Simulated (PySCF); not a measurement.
Species: BrH6NSi2.
Atom-mapped SMILES: `[NH2:1][SiH2:2][SiH2:3][Br:4]` (hydrogens: H5, H6 on N1; H7, H8 on Si2; H9, H10 on Si3)

Method: PBE0-D3(BJ)/def2-SVP geometry optimisation, gas phase (PySCF 2.14.0); density fitting, grid level 1; the optimiser is geomeTRIC in internal coordinates, started from a GFN2-xTB structure with every atom displaced at random (about 0.01 Å).

Step 0: E = -87359.9008 eV
```
atom  x, y, z in Å  |  force x, y, z in eV/Å
N1     -1.5278    0.3447   -0.6609   -1.396   1.801  -1.078
Si2    -0.6592   -0.6055    0.4339    0.079   0.048   0.261
Si3     1.5302   -0.1005   -0.0163    0.933   0.658   0.890
Br4     1.9068    2.1139    0.1778   -0.340   0.204   0.058
H5     -2.5465    0.2316   -0.7537    0.594  -0.141   0.050
H6     -1.3337    1.3547   -0.7679    0.101  -0.791   0.165
H7     -0.9665   -0.4086    1.8617    0.082   0.010   0.562
H8     -0.9564   -1.9798    0.0792   -0.056  -0.953  -0.047
H9      2.0796   -0.3418   -1.3269    0.052  -0.488  -1.020
H10     2.5257   -0.6247    0.9542   -0.049  -0.348   0.159
```

Step 1: E = -87360.1310 eV
```
atom  x, y, z in Å  |  force x, y, z in eV/Å
N1     -1.5327    0.3984   -0.6978   -0.008  -0.033   0.032
Si2    -0.6502   -0.6009    0.4081   -0.027  -0.090  -0.040
Si3     1.5958   -0.1014   -0.0005   -0.057   0.127   0.048
Br4     1.6808    2.1405    0.1844    0.033   0.063  -0.003
H5     -2.5399    0.3011   -0.7735    0.005  -0.016   0.002
H6     -1.2685    1.3767   -0.7336    0.017   0.102  -0.030
H7     -0.9052   -0.3991    1.8748    0.015  -0.003   0.014
H8     -0.9297   -2.0350    0.0994   -0.043  -0.042   0.009
H9      2.0524   -0.4343   -1.3776    0.023  -0.060  -0.047
H10     2.5495   -0.6620    0.9972    0.042  -0.047   0.017
```

**Question.** Estimate the geometry and energy of step 2. (The exact step hangs on the optimiser's Hessian estimate; all steps are aligned on step 1, rigid shifts and turns removed.)

**Answer.** E = -87360.1339 eV, largest force 0.083 eV/Å
```
atom  x, y, z in Å  |  force x, y, z in eV/Å
N1     -1.5347    0.3991   -0.6954    0.015   0.041   0.030
Si2    -0.6524   -0.6063    0.4059   -0.010  -0.037  -0.029
Si3     1.5950   -0.0920    0.0020   -0.008   0.078   0.024
Br4     1.6950    2.1538    0.1803    0.012  -0.031  -0.009
H5     -2.5416    0.2994   -0.7718    0.000  -0.005  -0.004
H6     -1.2704    1.3797   -0.7362   -0.008  -0.019  -0.012
H7     -0.9032   -0.4071    1.8743    0.006  -0.008   0.006
H8     -0.9388   -2.0417    0.0973   -0.012   0.007   0.004
H9      2.0537   -0.4399   -1.3743    0.004  -0.020  -0.003
H10     2.5496   -0.6610    0.9989    0.002  -0.006  -0.007
```

The energy changes by -0.0029 eV. The first-order estimate −F·Δx gives -0.0047 eV and the mean of the old and new forces, exact on a quadratic surface, -0.0029 eV. The step makes an angle of 50° with the force vector and moves no atom by more than 0.020 Å.

The cost below is that of the whole optimisation. Hardware: one thread, Intel Xeon Platinum 8488C (x86_64), no GPU, shared host with 96 logical CPUs at a one-minute load of 16. Cost: 21 s, 0.46 GiB resident at most.
